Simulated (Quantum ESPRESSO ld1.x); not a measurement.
Task: These are the eigenvalues of the occupied orbitals of an atom or ion with whole-number occupations (eV). Calculated with ld1.x of Quantum ESPRESSO 7.5: scalar-relativistic Kohn-Sham, PBE, spin-unpolarised, spherical densities, point nucleus.

| orbital | eigenvalue |
|---|---|
| 1s | -479.895 |
| 2s | -87.573 |

Which element is it, and in what charge state? The configuration may be excited.

Result: Z = 7, nitrogen, charge +4: N4+ in [He] 2s1. The 1s level, -17.636 hartree, gives Z - s = 5.9 by -(Z - s)^2/2, which with screening and relativity narrows Z to a few neighbours, and the depths must fix Z and the occupations together.
